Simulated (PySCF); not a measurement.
# Vertical excitation energies

Compound: phenyl isocyanate, C7H5NO.
InChI=1S/C7H5NO/c9-6-8-7-4-2-1-3-5-7/h1-5H

Computed with TDDFT PBE0/def2-SVPD, vertical, gas phase, core orbitals frozen in the response (PySCF 2.14.0, density-fitted response routines). Geometry: GFN2-xTB, one conformer, isolated molecule. Torsions of this conformer, `[O:1]=[C:2]=[N:3][c:4]1[cH:5][cH:6][cH:7][cH:8][cH:9]1`: C2–N3–C4–C5 180°.

```tsv
state	E (eV)	ν̃ (cm⁻¹)	f	symmetry	main configurations (H = HOMO, L = LUMO)
S1	5.18	41770	0.012	A′	H→L+1 (59%), H-1→L (28%), H→L (10%)
S2	5.61	45260	0.276	A′	H→L (78%), H→L+1 (8%)
S3	5.64	45510	0.0002	–	H→L+2 (93%)
S4	6.53	52640	0.0001	–	H-2→L (96%)
S5	6.60	53260	0.315	A′	H-1→L (60%), H→L+1 (30%)
S6	6.79	54770	0.0019	–	H-1→L+2 (98%)
S7	6.81	54890	0.487	A′	H-1→L+1 (77%)
S8	6.91	55700	0.0008	–	H→L+3 (75%), H→L+4 (18%)
```

Triplets, Tamm–Dancoff:

```json
{"state": "T1", "E (eV)": "3.84", "λ (nm)": "323.2", "main configurations (H = HOMO, L = LUMO)": "H→L (77%), H-1→L+1 (14%)"}
{"state": "T2", "E (eV)": "4.47", "λ (nm)": "277.1", "main configurations (H = HOMO, L = LUMO)": "H→L+1 (83%)"}
{"state": "T3", "E (eV)": "4.67", "λ (nm)": "265.6", "main configurations (H = HOMO, L = LUMO)": "H-1→L+1 (68%), H→L (15%), H-1→L (14%)"}
```

The lowest singlet lies at 5.18 eV (239 nm, ultraviolet) and is weak; its leading configuration is HOMO→LUMO+1 (59%). The most intense listed level is S7 at 6.81 eV (182 nm, f = 0.487), 1.63 eV above S1. Löwdin shares by element: HOMO carbon 34% or more, nitrogen 15%, oxygen 9% (atoms not listed hold the other 42%); LUMO carbon 59% or more (atoms not listed hold the other 41%). Weighted by f, the mean energy of these states is 6.43 eV. The oscillator strengths of these states sum to 1.093; summed over the whole spectrum of an exact calculation they would give the number of electrons, 62 (Thomas–Reiche–Kuhn). The listed states span 1.73 eV, and the widest gap between neighbours is 0.88 eV (S3 to S4). Symmetry labels in Cs follow from the direction of the transition dipole and are given only for states with f of 0.002 or more. Only the lowest 8 singlets were computed, as vertical energies without vibronic structure.

The run took 28 s wall on one thread, x86-64 server, no GPU (shared host).
